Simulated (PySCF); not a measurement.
A side-by-side comparison of computed properties.

First species: C₅H₉ClSi.
Atom-mapped SMILES: `[SiH3:1][C@@H:2]1[CH2:3][CH:4]=[CH:5][C@H:6]1[Cl:7]` (hydrogens: H8, H9, H10 on Si1; H11 on C2; H12, H13 on C3; H14 on C4; H15 on C5; H16 on C6)

Cartesian coordinates in Å at the GFN2-xTB level; atoms count from 1:
```
atom  x, y, z in Å
Si1   -1.894   -0.700   -0.262
C2    -0.310    0.286   -0.670
C3     0.913   -0.641   -0.788
C4     1.539   -0.551    0.566
C5     1.048    0.458    1.271
C6     0.043    1.222    0.482
Cl7    0.843    2.741   -0.126
H8    -1.671   -1.478    0.957
H9    -3.001    0.237   -0.067
H10   -2.167   -1.593   -1.388
H11   -0.464    0.854   -1.589
H12    1.620   -0.282   -1.542
H13    0.644   -1.666   -1.051
H14    2.307   -1.234    0.887
H15    1.353    0.771    2.254
H16   -0.810    1.585    1.054
```

Second species: C5H9ClSi.
SMILES: `CCC1=C[C@@H](Cl)[SiH2]1`

Levels: CAM-B3LYP/def2-SVPD for HOMO energy, LUMO energy, HOMO–LUMO gap and static isotropic polarisability; TDDFT CAM-B3LYP/def2-SVPD for lowest singlet excitation; TDA CAM-B3LYP/def2-SVPD for lowest triplet excitation (Tamm–Dancoff). Geometries: GFN2-xTB. Each species is one conformer at its optimised geometry, gas phase, non-relativistic unless stated. Electronic properties by PySCF.

The conformers computed, where there is a choice (atom-mapped SMILES and torsion angles):
- `[CH3:1][CH2:2][C:3]1=[CH:4][C@@H:5]([Cl:6])[SiH2:7]1`: C1–C2–C3–C4 124°

The conformers of `[SiH3][C@@H]1CC=C[C@H]1Cl` aren't listed.

(1) Which of the two has the higher S1 energy, and by how much?

(2) Which has the higher HOMO–LUMO gap?

(3) Which of the two has the higher T1 energy, and by how much?

(4) Which of the two has the higher static isotropic polarisability, and by how much?

(5) Which of the two has the higher LUMO energy, and by how much?

Answers

(1) The first: 6.45 eV against 6.07 eV, a difference of 0.38 eV.

(2) The second: 9.43 eV against 9.37 eV, a difference of 0.06 eV.

(3) The second: 4.31 eV against 4.20 eV, a difference of 0.11 eV.

(4) The second: 98.5 au against 95.7 au, a difference of 2.8 au.

(5) The second: 0.65 eV against 0.58 eV, a difference of 0.07 eV.

On the first: S1 lies 2.92 eV below the HOMO–LUMO gap; its leading configuration is HOMO→LUMO, weight 0.79. The principal polarisabilities are 84.4, 94.3 and 108.4 au; their mean is the isotropic value.

On the second: The polarisability is 14.59 Å³ as a volume (1 au = 0.148185 Å³), or 1.41 au for each of the 70 electrons. No computed singlet falls in the visible range (750 to 380 nm, 1.65 to 3.26 eV); S1 lies 2.81 eV above its blue end.
